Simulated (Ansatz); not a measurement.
One change: `CCCO[SiH3]` becomes `[SiH3]OCS`.

Ansatz, PBE0-D4/def2-TZVP geometries, multiplicity 1. Each molecule was computed in one conformer, which needn't be the lowest.

```
                                          property  `CCCO[SiH3]`
                LUMO energy (PBE0/def2-TZVPP) / eV          0.37
size of the dipole moment (ωB97M-V/def2-TZVPP) / D          1.12
                HOMO energy (PBE0/def2-TZVPP) / eV         -8.09
              HOMO–LUMO gap (PBE0/def2-TZVPP) / eV          8.46
                 HOMO energy (PBE/def2-TZVPP) / eV         -6.58
             HOMO–LUMO gap (B3LYP/def2-TZVPP) / eV          8.02
```

Problem. What does the change do to each property? (Best estimate.)

Solution. Computed: 
```tsv
property	`[SiH3]OCS`	shift
LUMO energy (PBE0/def2-TZVPP) / eV	0.03	-0.34
size of the dipole moment (ωB97M-V/def2-TZVPP) / D	1.50	0.38
HOMO energy (PBE0/def2-TZVPP) / eV	-7.22	0.87
HOMO–LUMO gap (PBE0/def2-TZVPP) / eV	7.26	-1.20
HOMO energy (PBE/def2-TZVPP) / eV	-5.99	0.59
HOMO–LUMO gap (B3LYP/def2-TZVPP) / eV	6.77	-1.25
```

With PBE0 the HOMO rises by 0.87 eV and the LUMO falls by 0.34 eV, so the gap narrows by about 1.21 eV. PBE moves the HOMO by 0.59 eV and ωB97M-V by 0.99 eV. Dipoles are sizes alone; their direction can turn.

B3LYP here is the variant with VWN-RPA as its local correlation; programs differ in this.
